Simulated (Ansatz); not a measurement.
Ge(NMe2)H3 (C₂H₉GeN). Charge 0, multiplicity 1. Geometry PBE-D4/def2-SVP, basis def2-TZVP, Ansatz.

| run | HOMO (eV) | LUMO (eV) |
| --- | --- | --- |
| A | -4.97 | -0.56 |
| B | -4.86 | -0.14 |
| C | -8.49 | 2.18 |
| D | -9.47 | 3.39 |
| E | -5.13 | 0.11 |
| F | -6.20 | 0.55 |

**Question.** The runs used HF, LDA (SPW92), PBE0, r2SCAN, revPBE, ωB97M-V. Estimate which is which.

**Answer.** A LDA (SPW92) (0 % exact exchange); B revPBE (0 % exact exchange); C ωB97M-V (range-separated); D HF (100 % exact exchange); E r2SCAN (0 % exact exchange); F PBE0 (25 % exact exchange). Exact exchange lowers occupied and raises empty levels; among semilocal functionals meta-GGAs tend to open the gap a little, and such runs are hard to tell apart. The gap grows from 4.41 eV (LDA (SPW92)) to 12.87 eV (HF).
